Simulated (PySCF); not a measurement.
NiBr2: what the settings change

The complex NiBr2 (charge 0) contains Ni(II), shell d8. The structure is a PBE0-D3(BJ)/def2-TZVP geometry optimised for multiplicity 3; coordination linear, point group D∞h, metal–donor distances 2.20 Å.

```
3

Ni    0.000    0.000    0.000
Br    0.000    0.000    2.201
Br    0.000    0.000   -2.201
```

Method (PySCF 2.14, density fitting): CASSCF(8,5) with orbitals averaged over all microstates of the shell, strongly contracted NEVPT2 on the averaged canonical orbitals; basis x2c-TZVPall on the metal, x2c-SVPall elsewhere; spin-free X2C; gas phase; spin-orbit coupling by state interaction with the mean-field operator over all roots.

Base run: NEVPT2 ground state 3Σg-, next 3Πg at 839, then 3Δg at 2721 cm⁻¹, B(CASSCF) 1241, ζ 634 cm⁻¹, μeff(300 K) 4.87 μB.

Problem. What happens with the basis x2c-TZVPall on all atoms?

Solution. NEVPT2 ground state 3Σg-, next 3Πg at 799, then 3Δg at 2629 cm⁻¹, B(CASSCF) 1242, ζ 634 cm⁻¹, μeff(300 K) 4.89 μB. It took 7.2 s against 5.5 s on a shared host of the same kind.

Problem. What happens with orbitals averaged over the highest spin alone?

Solution. NEVPT2 ground state 3Σg-, next 3Πg at 764, then 3Δg at 2486 cm⁻¹, B(CASSCF) 1248, ζ 637 cm⁻¹, μeff(300 K) 4.93 μB.
